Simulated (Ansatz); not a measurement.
**Abstraction of H: C4H6 + C2H7O2Si → C4H5 + C2H8O2Si**

Species: C4H6 (2-butyne) `CC#CC`, singlet; C2H7O2Si `CO[Si](C)O`, doublet; C4H5 `[CH2]C#CC`, doublet; C2H8O2Si `CO[SiH](C)O`, singlet. A radical takes H: the energy is the difference in strength between the C–H bond broken and the Si–H bond made.

Shapes, held fixed at every level: PBE0-D4/def2-TZVP. Flexible molecules stand in one conformer, not always the lowest. Programs: Ansatz 0.2.0. Electronic energies: no zero-point or thermal term.

| level | kind | ΔE (kJ/mol) |
| --- | --- | --- |
| HF/def2-TZVPP | Hartree–Fock | -35.7 |
| r2SCAN-D4/def2-TZVPP | meta-GGA | -18.6 |
| B3LYP-D4/def2-TZVPP | global hybrid | -14.9 |
| PBE0-D4/def2-TZVPP | global hybrid | -6.8 |
| wB97M-V/def2-TZVPP | range-separated hybrid | -14.0 |
| wB97X-V/def2-TZVPP | range-separated hybrid | -11.2 |
| B2PLYP/def2-TZVPP | double hybrid | -7.9 |

B2PLYP/def2-TZVPP gives ΔE = -7.9 kJ/mol; the levels span -35.7 to -6.8. The median of the levels is -14.0. No measured value is set beside it here. Spin contamination: C4H5 (⟨S²⟩ up to 0.94). Open shells run unrestricted.
